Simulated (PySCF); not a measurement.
C₁₀H₇N₃, SMILES C1C=C2N3C(=CC=C2)N=CN=C3C=1.

Geometry: PBE0-D3(BJ)/def2-SVP.

Method: PBE/def2-SVP (PySCF).

Gas-phase values at a fixed geometry.

```json
{
  "total_energy": "-548.47720 hartree",
  "point_group": "C2v",
  "highest_occupied_level": "-4.42 eV",
  "lowest_empty_level": "-2.83 eV",
  "orbital_gap": "1.60 eV",
  "dipole_moment": "3.26 D",
  "quadrupole, principal values (traceless, Buckingham form, about the centre of nuclear charge)": "-5.90, 1.13, 4.77 D·Å",
  "mean_static_polarisability": "131.8 bohr³ (19.53 Å³)",
  "polarisability_principal_values": "51.1, 168.3, 176.0 bohr³"
}
```
